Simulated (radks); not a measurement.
Results of a calculation; reference values are marked as such.
Spherical quantum dot in the effective-mass picture: electrons in a parabolic well V = omega^2 r^2 / 2 with omega = 0.442, all in effective atomic units (hartree* = m*/eps^2 hartree, bohr* = eps/m* bohr), one dielectric constant everywhere. Level of theory: non-relativistic Kohn-Sham, PBE, spin-polarised, spherical densities (a radial shooting solver with Libxc functionals). Levels are named by radial order and angular momentum (1s, 1p, 1d, 2s, ...), and open shells are averaged over m.

N = 11, configuration 1s2 1p6 1d(up 3, down 0). This is the lowest configuration that the search found. Occupied and some empty levels:

| level | occupation | eigenvalue (hartree*) | <r> (bohr*) |
|---|---|---|---|
| 1s up | 1 | 3.9550 | 2.546 |
| 1s down | 1 | 3.9773 | 2.444 |
| 1p up | 3 | 4.1546 | 3.087 |
| 1p down | 3 | 4.1934 | 3.035 |
| 1d up | 3 | 4.3948 | 3.472 |
| 1d down | 0 | 4.4416 | 3.455 |
| 2s up | 0 | 4.4817 | 2.946 |
| 2s down | 0 | 4.5043 | 2.993 |
| 1f up | 0 | 4.6673 | 3.789 |
| 1f down | 0 | 4.7167 | 3.794 |
| 2p up | 0 | 4.7829 | 3.381 |
| 2p down | 0 | 4.8064 | 3.403 |

Energy (hartree*): total 29.3854, kinetic 3.6714, external 11.095, Hartree 17.691, exchange-correlation -3.0720.
